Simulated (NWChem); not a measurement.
C₂H₄BFO; SMILES CB(F)C=O

```xyz
9

C     -1.4664     0.7733    -0.0044
B      0.0595     0.4927     0.0028
F      0.9492     1.4780     0.0271
C      0.6703    -1.0013    -0.0483
O     -0.0382    -1.9779     0.0447
H     -2.0428    -0.1214     0.2684
H     -1.7557     1.0481    -1.0362
H     -1.7424     1.6259     0.6344
H      1.7830    -1.1274    -0.1664
```
Atoms are numbered in this order, from 1.

Computed with NWChem. Pople sets run with spherical d functions. Medium grid unless said otherwise, to which SCAN and Minnesota functionals are sensitive. Structure relaxed at the PBE0/def2-SVP level. Total energies of different functionals are on different scales.

```tsv
level	energy (Ha)	highest occupied level (eV)	orbital gap (eV)	dipole (D)
B3LYP/6-31G*	-278.5727	-6.68	4.33	1.50
PBE/6-31G*	-278.2429	-5.26	2.08	1.49
M06/6-31G*	-278.4283	-7.03	4.97	1.56
M05-2X/6-31G*	-278.5329	-8.60	7.61	1.54
RPBE/6-31G*	-278.5580	-5.21	2.13	1.48
LDA (Slater exchange, PW92)/6-31G*	-276.3606	-5.35	1.94	1.52
revPBE/6-31G*	-278.4781	-5.22	2.13	1.48
Hartree-Fock/6-31G*	-277.0948	-11.11	12.98	1.64
BP86/6-31G*	-278.5568	-5.39	2.13	1.50
```
